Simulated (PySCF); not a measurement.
C₃H₅BO₃, SMILES O=C1OCB1CO. Geometry optimised at B3LYP-D3(BJ)/def2-SVP. The structure was generated by enumeration, and PubChem lists no compound with its InChIKey, so it may never have been made. One conformer was computed; it need not be the lowest.

Computed equilibrium geometry at B3LYP-D3(BJ)/def2-SVP (PySCF confirms it by a frequency run) as a Z-matrix (one conformer of several):
```
B
C 1 1.5431
H 2 1.1064 1 111.55
O 2 1.4117 3 108.35 1 -130.00
H 4 0.9669 2 108.70 3 159.19
H 2 1.1236 3 103.14 4 -119.22
C 1 1.5843 2 141.20 3 46.73
H 7 1.1025 1 117.99 2 57.48
H 7 1.1028 8 108.74 1 137.11
O 7 1.4773 8 110.81 9 121.99
C 10 1.3814 7 96.09 8 120.72
O 11 1.1961 10 125.96 7 -179.55
```
